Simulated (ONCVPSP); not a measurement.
**europium (Eu): ONCV pseudisation with PBE, fully relativistic reference atom.**

| Property | Result |
| --- | --- |
| Element | Eu (Z = 63) |
| Generator | ONCVPSP 4.0.1 |
| Type | optimised norm-conserving Vanderbilt (ONCV) |
| Functional | PBE |
| Relativity | fully relativistic |
| Frozen core | [Kr] 4d10 4f6 |
| Valence charge | 11 |
| Reference configuration | 5s2 5p6 5d1 6s1.75 (charge +0.25) |
| Partial waves | 5s+6s: rc 2.05 bohr, ncon 4, nbas 8, qcut 6.5 1/bohr, 2 projectors; 5p: rc 1.50 bohr, ncon 3, nbas 8, qcut 5.1 1/bohr, 2 projectors, debl 0.9 Ha; 5d: rc 3.55 bohr, ncon 5, nbas 10, qcut 3.5 1/bohr, 1 projector |
| Local potential | polynomial inside 1.25 bohr (lpopt 3, dvloc0 0 Ha) |
| Core correction | Teter function fitted to the true core (icmod 2), fcfact 0.6 |

Open shells are filled in proportion to 2j + 1.

In the p channel the program set the typed energies aside and used -0.988, 0.250 Ha (j = l + 1/2; the other j can differ).

All-electron outer shells of the reference configuration (PBE, scalar-relativistic, ld1.x):

| shell | level (eV) | outermost node (bohr) | outermost maximum (bohr) |
| --- | --- | --- | --- |
| 5s | -49.68 | 0.67 | 1.21 |
| 5p | -28.09 | 0.72 | 1.38 |
| 4f | -9.82 | – | 0.59 |
| 6s | -5.27 | 1.63 | 3.38 |
| 5d | -4.00 | 0.81 | 1.98 |

What the tests gave:

| Quantity | Value |
| --- | --- |
| Cutoffs needed | 39 Ha and 106 Ha (the cutoffs (Ha) at which the residual kinetic energy of the hardest occupied pseudo-wave falls to 1 and 0.1 mHa per electron) |
| Ghost test | no bound ghost flagged; GHOST(+) flagged for s at 84.7 eV, d5/2 at 146.5 eV, d3/2 at 150.4 eV |
| Largest excitation error | +5.8 meV (all-electron minus pseudo) for 5s2 5p6 5d1 6s0, out of 4 test configurations |
| rms error of d²Exc/dni dnj | 6.97 mHa without and 3.38 mHa with the model core |

Generation and tests took about 9.8 s on one core of a shared server CPU.
